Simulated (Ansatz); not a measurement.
`[SiH3][O][Mg][SH]`. Total charge 0; spin multiplicity 1. The structure was optimised at the PBE0-D4/def2-TZVP level. It is one conformer, not always the lowest.

```xyz
8

Si    1.492   -0.317   -1.064
O     0.282    0.037   -0.058
Mg   -1.062    0.426    1.052
S    -2.756    0.941    2.488
H     1.737   -1.788   -1.119
H     1.195    0.143   -2.452
H     2.763    0.336   -0.633
H    -3.651    0.222    1.787
```

(1) What is the dipole moment at r2SCAN/def2-TZVPP? (Estimate.)

(2) And with PBE, B3LYP, ωB97M-V? (Best estimate.)

(3) Give the Mulliken charges with r2SCAN, ωB97M-V, PBE in def2-TZVPP. (Best estimate.)

## Answers

(1) The calculation gave: 0.85 D, with components (-0.82, -0.23, -0.01) D in this frame, pointing from negative to positive charge.

(2) Ansatz gave: PBE 0.95 D, B3LYP 0.85 D, ωB97M-V 0.82 D.

(3) The calculation gave: 
```tsv
atom	r2SCAN	ωB97M-V	PBE
Si1	0.43	0.31	0.32
O2	-0.70	-0.66	-0.60
Mg3	0.95	0.87	0.85
S4	-0.47	-0.43	-0.43
H5	-0.11	-0.07	-0.08
H6	-0.11	-0.07	-0.08
H7	-0.10	-0.06	-0.08
H8	0.11	0.11	0.11
```

B3LYP here is the variant with VWN-RPA as its local correlation; programs differ in this.
